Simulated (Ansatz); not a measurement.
C3H3Cl2F3 (`FC(F)(F)CC(Cl)Cl`), relaxed with RKS PBE-D4/def2-SVP in Ansatz 0.2.0 from a rough embedded geometry. The force threshold is 0.03 eV/Å; the program also tests the step.

The species carries charge 0 and has multiplicity 1.

Start:

```xyz
11

F     1.166   -0.632   -2.054
C     0.351    0.078   -1.261
F     0.846    1.324   -1.220
F    -0.824    0.150   -1.888
C     0.270   -0.549    0.125
C    -0.441    0.350    1.128
Cl   -0.178   -0.288    2.769
Cl   -2.188    0.425    0.796
H     1.296   -0.722    0.459
H    -0.243   -1.509    0.037
H    -0.054    1.372    1.110
```

| step | energy (eV) | largest force (eV/Å) | largest move (Å) |
| --- | --- | --- | --- |
| 1 | -36318.1810 | 0.773 | 0.000 |
| 2 | -36318.2306 | 0.307 | 0.044 |
| 3 | -36318.2371 | 0.107 | 0.025 |
| 4 | -36318.2378 | 0.039 | 0.014 |
| 5 | -36318.2382 | 0.039 | 0.021 |
| 6 | -36318.2385 | 0.020 | 0.028 |

End:

```xyz
11

F     1.211   -0.643   -2.039
C     0.341    0.070   -1.287
F     0.792    1.351   -1.240
F    -0.841    0.078   -1.931
C     0.261   -0.528    0.112
C    -0.444    0.343    1.143
Cl   -0.194   -0.361    2.781
Cl   -2.190    0.530    0.786
H     1.305   -0.679    0.451
H    -0.223   -1.522    0.053
H    -0.017    1.362    1.168
```

Hardware: 2 threads of an AMD EPYC 7R13 on a shared host. Wall time 16 s, peak host memory 0.22 GiB.
